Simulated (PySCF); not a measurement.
**Computed properties of Sb(Br)2(OH) (Br₂HOSb), SMILES [Br][Sb]([Br])[OH]**

Sb(Br)2(OH) (Br₂HOSb), SMILES [OH][Sb]([Br])[Br]. The structure is a stationary point at PBE0-D3(BJ)/def2-SVP. The structure was generated by enumeration; whether it is a known compound was not checked. The def2 effective core potentials stand for the cores of Sb; spin–orbit coupling is left out. The values are those of a single conformer. All values are computed for the isolated molecule unless a solvent is named; none is compared with measurement here.

**Structure.** The optimised structure has Cs symmetry. All 9 harmonic modes at PBE0-D3(BJ)/def2-SVP (PySCF) are real, so it is a minimum. With heavy atoms numbered as in [Sb:1]([Br:2])([Br:3])[OH:4], the shortest bond between them is Sb1–O4 at 1.965 Å and the longest Sb1–Br3 at 2.530 Å.

**Vibrations.** The strongest infrared lines (harmonic, unscaled, degenerate partners summed) lie at 272 cm⁻¹ (190 km/mol, H 53 %, O 29 %, Sb 12 %), 3852 cm⁻¹ (99 km/mol, H 94 %), 635 cm⁻¹ (97 km/mol, O 87 %, Sb 12 %). The softest mode is at 82 cm⁻¹ and the zero-point energy is 9.2 kcal/mol.

**Electronic structure.** CAM-B3LYP/def2-TZVP (PySCF) places the frontier levels at -9.48 and -1.09 eV, a gap of 8.39 eV, and gives a dipole moment of 1.41 D and a mean polarisability of 82.0 bohr³. PBE/def2-TZVP (PySCF) at the same geometry gives -7.10 and -2.74 eV, so its gap is 4.03 eV narrower. An orbital gap is neither the optical nor the fundamental gap.

**Excitations.** TDDFT-PBE0/def2-SVPD (PySCF) has S1 at 4.96 eV (250 nm, f = 0.001, dark); the most intense of the 10 singlets computed lies at 5.38 eV (f = 0.06). T1 (TDA) is at 4.21 eV. TDDFT-PBE/def2-SVPD (PySCF) puts S1 at 4.44 eV. No vertical singlet excitation falls in the visible range (under 3.1 eV).
